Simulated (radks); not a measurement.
Q: Numerical settings for the rhodium ion Rh2+, [Kr] 4d7. Method: scalar-relativistic Kohn-Sham, BLYP, spin-unpolarised, spherical densities, finite nucleus; Fermi nuclear charge, rms radius 4.4945 fm; computed with a radial shooting solver on a logarithmic mesh with Libxc functionals. The defaults (mesh step 0.008 in ln r, mesh end at 40 bohr or more with all orbitals vanishing there, Anderson mixing 0.5 over 9 steps, residual threshold near 1e-9 with the energy settled to 1e-9 hartree or 1e-11 of itself, here a cap of 71 iterations) give E = -4783.6030 hartree and 4d at -25.653 eV in 17 iterations. Run on one thread of a shared host, so times are rough (Arm Neoverse N1): 0.14 s of CPU time, 0.14 s wall, 17 iterations on 2198 mesh points. One setting is changed at a time: mesh step in ln r 0.08; mesh step in ln r 0.03; mesh step in ln r 0.05; mesh end (bohr) 2; mesh end (bohr) 12; residual threshold 0.01; residual threshold 0.001; mixing 1; linear mixing, mixing 0.2; linear mixing, mixing 0.5; mixing history 3; iteration cap 3. Which runs fail to converge, and which converge to a wrong energy?

A: Not converged within the cap: mesh step in ln r 0.08; linear mixing, mixing 0.2; linear mixing, mixing 0.5; iteration cap 3. Settled on a wrong energy, with an occupied level pushed above zero by the early mesh end: mesh end (bohr) 2 (+5.8 hartree). Apart from these: no run marked as converged misses the energy by more than 1 mhartree.
